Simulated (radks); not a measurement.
Q: These are the eigenvalues of the occupied orbitals of an atom or ion with whole-number occupations (Ry). Calculated with a radial shooting solver on a logarithmic mesh with Libxc functionals: scalar-relativistic Kohn-Sham, PBE, spin-polarised, spherical densities, point nucleus.

| orbital | eigenvalue |
|---|---|
| 1s up | -4080.182 |
| 1s down | -4080.182 |
| 2s up | -683.2833 |
| 2s down | -683.2779 |
| 2p up | -605.3790 |
| 2p down | -605.3749 |
| 3s up | -153.4753 |
| 3s down | -153.3492 |
| 3p up | -129.6741 |
| 3p down | -129.5482 |
| 3d up | -99.47923 |
| 3d down | -99.38221 |
| 4s up | -31.23637 |
| 4s down | -30.96452 |
| 4p up | -23.39433 |
| 4p down | -23.12639 |
| 4d up | -12.80465 |
| 4d down | -12.54045 |
| 5s up | -4.53525 |
| 5s down | -4.38093 |
| 5p up | -2.66831 |
| 5p down | -2.53583 |
| 4f up | -1.26010 |
| 4f down | -1.01707 |
| 6s up | -0.74952 |
| 5d up | -0.64364 |

Which element is it, and in what charge state? The configuration may be excited. Open shells, if any, are filled with parallel spins first.

A: Z = 67, holmium, charge +1: Ho+ in [Xe] 4f10 5d1 6s1. The list shows which subshells hold electrons but not how many an open one holds; the 1s level, -2040.1 hartree, gives Z - s = 63.9 by -(Z - s)^2/2, which with screening and relativity narrows Z to a few neighbours, and the depths of the outer levels then fix element, charge and occupations together.
